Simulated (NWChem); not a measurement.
MgHSF; SMILES [F][Mg][SH]

```xyz
4

Mg     0.0229    -0.6195     0.0000
F      0.0112    -2.3577     0.0000
S      0.0574     1.6800     0.0000
H     -1.2940     1.7736     0.0000
```
Atoms are numbered in this order, from 1.

Computed with NWChem. Pople sets run with spherical d functions. Medium grid unless said otherwise, to which SCAN and Minnesota functionals are sensitive. The geometry was optimised at B3LYP/6-31G* (spherical d). Total energies of different functionals are on different scales.

```json
[
 {"level": "B3LYP/6-31G*", "energy (Ha)": "-698.8173", "highest occupied level (eV)": "-6.96", "orbital gap (eV)": "5.16", "dipole (D)": "0.80"},
 {"level": "PBE/6-31G*", "energy (Ha)": "-698.3829", "highest occupied level (eV)": "-6.02", "orbital gap (eV)": "3.80", "dipole (D)": "0.82"},
 {"level": "M06-L/6-31G*", "energy (Ha)": "-698.7602", "highest occupied level (eV)": "-6.17", "orbital gap (eV)": "5.07", "dipole (D)": "0.79"},
 {"level": "M05-2X/6-31G*", "energy (Ha)": "-698.7602", "highest occupied level (eV)": "-8.45", "orbital gap (eV)": "7.72", "dipole (D)": "0.86"},
 {"level": "MPW1K/6-31G*", "energy (Ha)": "-698.7660", "highest occupied level (eV)": "-8.14", "orbital gap (eV)": "7.15", "dipole (D)": "0.86"},
 {"level": "M06-2X/6-31G*", "energy (Ha)": "-698.6977", "highest occupied level (eV)": "-8.39", "orbital gap (eV)": "7.33", "dipole (D)": "0.83"},
 {"level": "KT2/6-31G*", "energy (Ha)": "-705.1374", "highest occupied level (eV)": "-6.09", "orbital gap (eV)": "3.78", "dipole (D)": "0.82"},
 {"level": "B3PW91/6-31G*", "energy (Ha)": "-698.6786", "highest occupied level (eV)": "-7.03", "orbital gap (eV)": "5.47", "dipole (D)": "0.83"},
 {"level": "r2SCAN0/6-31G*", "energy (Ha)": "-698.6647", "highest occupied level (eV)": "-7.42", "orbital gap (eV)": "6.19", "dipole (D)": "0.86"}
]
```
